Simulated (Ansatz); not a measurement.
Program: Ansatz. Geometries: PBE0-D4/def2-TZVP. ΔE: electronic, gas phase. CCSD(T)/CBS adds triple-zeta CCSD(T) − MP2 to the extrapolated MP2 energy (def2 sets, frozen cores). DFT in def2-TZVPP. Elements past krypton have def2 core potentials. For Te outer-core shells are correlated without core-valence functions, which leaves a few kJ/mol of doubt a bond. Each species was taken in one conformer, which may not be the lowest.

Consider the formal exchange of groups at a Te–Al bond: `[CH3][Al]([CH3])[TeH]` + `O[SiH](O)O` → `O[Si](O)(O)[TeH]` + `[CH3][AlH][CH3]`.

Q: Is it downhill or uphill in electronic energy at CCSD(T)/CBS, and by how much? (Best estimate.)

A: Computed: Uphill: ΔE = +19.3 kcal/mol.

Q: What do these levels give: r2SCAN-D4, PBE0-D4, ωB97M-V, B2PLYP, PBE0, SCS-MP2/def2-TZVPP, CCSD/def2-TZVPP, CCSD(T)/def2-TZVPP, MP2/def2-QZVPP, HF/CBS(def2), MP2/CBS(def2), CCSD/CBS(def2)? (An estimate is asked.)

A: The calculation gave: r2SCAN-D4 18.2, PBE0-D4 18.0, ωB97M-V 17.7, B2PLYP 19.1, PBE0 18.5, SCS-MP2/def2-TZVPP 19.8, CCSD/def2-TZVPP 19.7, CCSD(T)/def2-TZVPP 19.5, MP2/def2-QZVPP 19.6, HF/CBS(def2) 20.3, MP2/CBS(def2) 19.6, CCSD/CBS(def2) 19.4 kcal/mol.

Largest T1 diagnostic among the species: 0.012.

From PBE to PBE0 (25 % exact exchange), in def2-TZVPP and without D4, ΔE moves by +0.7 kcal/mol. The D4 term adds −1.1 kcal/mol with B3LYP and −0.5 kcal/mol with PBE0; it sums over pairs of atoms, weighted by their polarisabilities, and B3LYP, whose exchange is more repulsive, gets the larger term.

B3LYP here is the variant with VWN-RPA as its local correlation; programs differ in this.
